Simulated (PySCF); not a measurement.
C3H9In, charge -1, doublet, at a GFN2-xTB geometry (such geometries of metal compounds can be far from the true shape) (a state made from the parent by changing its charge; the spin is typed, not shown lowest) (core potentials on In); DF-HF/def2-SVP in PySCF.

The PySCF input:
```python
from pyscf import gto, scf

mol = gto.M(
    atom='''
In    0.22895215   -0.16807644   -0.26351026
C    -1.80926510   -1.27579263    0.16821116
H    -2.45964441   -1.35056491   -0.70933650
H    -2.33948104   -0.68307554    0.91992638
H    -1.68602985   -2.28557070    0.57284125
C    -0.48277658    2.02480246   -0.75890346
H     0.33778056    2.74398803   -0.84848395
H    -1.11262313    2.34780293    0.07569829
H    -1.08403774    2.09670777   -1.67097867
C     1.16469395    0.07809696    1.88858965
H     2.06055072    0.70724590    1.90551002
H     1.42074487   -0.87121702    2.37005108
H     0.40817104    0.56778820    2.50939061
''',
    basis='def2-svp',
    ecp={'In': 'def2-svp'},
    charge=-1,
    spin=1,
    verbose=4,
)

mf = scf.UHF(mol)
mf = mf.density_fit(auxbasis='def2-universal-jkfit')
mf.kernel()
```

Q: What does PySCF print? Leave out banner, timings and long lists.

A: 
```
PySCF version 2.14.0

[INPUT] verbose = 4
[INPUT] num. atoms = 13
[INPUT] num. electrons = 49
[INPUT] charge = -1
[INPUT] spin (= nelec alpha-beta = 2S) = 1
[INPUT] symmetry False subgroup None
[INPUT] Mole.unit = angstrom
[INPUT] Symbol           X                Y                Z      unit          X                Y                Z       unit  Magmom
[INPUT]  1 In     0.228952150000  -0.168076440000  -0.263510260000 AA    0.432656859130  -0.317618439592  -0.497962222413 Bohr   0.0
[INPUT]  2 C     -1.809265100000  -1.275792630000   0.168211160000 AA   -3.419015525734  -2.410898662439   0.317873023495 Bohr   0.0
[INPUT]  3 H     -2.459644410000  -1.350564910000  -0.709336500000 AA   -4.648054298717  -2.552197793348  -1.340451715158 Bohr   0.0
[INPUT]  4 H     -2.339481040000  -0.683075540000   0.919926380000 AA   -4.420978439213  -1.290825692989   1.738408912963 Bohr   0.0
[INPUT]  5 H     -1.686029850000  -2.285570700000   0.572841250000 AA   -3.186134654342  -4.319102661330   1.082513075354 Bohr   0.0
[INPUT]  6 C     -0.482776580000   2.024802460000  -0.758903460000 AA   -0.912315515554   3.826322105746  -1.434119694385 Bohr   0.0
[INPUT]  7 H      0.337780560000   2.743988030000  -0.848483950000 AA    0.638312748602   5.185385865785  -1.603402286589 Bohr   0.0
[INPUT]  8 H     -1.112623130000   2.347802930000   0.075698290000 AA   -2.102552995556   4.436704532151   0.143049036198 Bohr   0.0
[INPUT]  9 H     -1.084037740000   2.096707770000  -1.670978670000 AA   -2.048534437292   3.962203448548  -3.157692046290 Bohr   0.0
[INPUT] 10 C      1.164693950000   0.078096960000   1.888589650000 AA    2.200952584438   0.147581865561   3.568917200188 Bohr   0.0
[INPUT] 11 H      2.060550720000   0.707245900000   1.905510020000 AA    3.893876526575   1.336501053722   3.600892065414 Bohr   0.0
[INPUT] 12 H      1.420744870000  -0.871217020000   2.370051080000 AA    2.684818697181  -1.646361562860   4.478747442430 Bohr   0.0
[INPUT] 13 H      0.408171040000   0.567788200000   2.509390610000 AA    0.771331477579   1.072964194760   4.742060992455 Bohr   0.0

nuclear repulsion = 180.510049708053
number of shells = 55
number of NR pGTOs = 196
number of NR cGTOs = 113
basis = def2-svp
ecp = {'In': 'def2-svp'}

******** <class 'pyscf.df.df_jk.DFUHF'> ********
method = DFUHF
initial guess = minao
damping factor = 0
level_shift factor = 0
DIIS = <class 'pyscf.scf.diis.CDIIS'>
diis_start_cycle = 1
diis_space = 8
diis_damp = 0
SCF conv_tol = 1e-09
SCF conv_tol_grad = None
SCF max_cycles = 50
direct_scf = False
number electrons alpha = 25  beta = 24
Set gradient conv threshold to 3.16228e-05
******** <class 'pyscf.df.df.DF'> ********
auxbasis = def2-universal-jkfit
init E= -285.861871215705

cycle= 1 E= -307.099781324104  delta_E= -21.2  |g|= 1.14  |ddm|= 8.65
cycle= 2 E= -307.779033188755  delta_E= -0.679  |g|= 0.584  |ddm|= 3.23
cycle= 3 E= -307.909747406316  delta_E= -0.131  |g|= 0.0534  |ddm|= 0.729
cycle= 4 E= -307.913694268861  delta_E= -0.00395  |g|= 0.0191  |ddm|= 0.156
cycle= 5 E= -307.914448998845  delta_E= -0.000755  |g|= 0.00599  |ddm|= 0.0742
cycle= 6 E= -307.914535629715  delta_E= -8.66e-05  |g|= 0.0029  |ddm|= 0.0251
cycle= 7 E= -307.914554751066  delta_E= -1.91e-05  |g|= 0.00155  |ddm|= 0.0098
cycle= 8 E= -307.914562683869  delta_E= -7.93e-06  |g|= 0.000864  |ddm|= 0.00662
cycle= 9 E= -307.914566139473  delta_E= -3.46e-06  |g|= 0.00029  |ddm|= 0.00582
cycle= 10 E= -307.914566471408  delta_E= -3.32e-07  |g|= 0.0001  |ddm|= 0.00189
cycle= 11 E= -307.914566503371  delta_E= -3.2e-08  |g|= 3.72e-05  |ddm|= 0.000713
cycle= 12 E= -307.914566506037  delta_E= -2.67e-09  |g|= 2.06e-05  |ddm|= 0.000145
cycle= 13 E= -307.914566506838  delta_E= -8.01e-10  |g|= 8.06e-06  |ddm|= 7.71e-05
Extra cycle  E= -307.914566506935  delta_E= -9.78e-11  |g|= 5.13e-06  |ddm|= 2.02e-05
converged SCF energy = -307.914566506935  <S^2> = 0.7536332  2S+1 = 2.0036299
```
